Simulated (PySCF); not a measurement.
A series of related molecules

Method: TDDFT CAM-B3LYP/aug-cc-pVDZ excited states, vertical, gas phase (PySCF). Geometry: PBE0-D3(BJ)/def2-SVP.

Each molecule in one low-energy conformer.

Question: How does the largest two-photon cross section among the few lowest singlets (linear parallel light, single beam, Lorentzian half width 0.1 eV, states within 0.08 eV summed) change along this series?
- CSC([SiH3])=C=C[SiH3] (H replaced by SCH3)
- N#CC([SiH3])=C=C[SiH3] (H replaced by CN)
- C#CC([SiH3])=C=C[SiH3] (H replaced by ethynyl)

Answer: 
```csv
molecule,S1 (eV),f(S1),largest σ (GM),at photon λ (nm)
CSC([SiH3])=C=C[SiH3],4.23,0.000,3.2,412
N#CC([SiH3])=C=C[SiH3],5.32,0.002,0.4,360
C#CC([SiH3])=C=C[SiH3],5.16,0.002,0.6,402
```
The largest two-photon cross section among the few lowest singlets (linear parallel light, single beam, Lorentzian half width 0.1 eV, states within 0.08 eV summed) is lowest for N#CC([SiH3])=C=C[SiH3] and highest for CSC([SiH3])=C=C[SiH3].
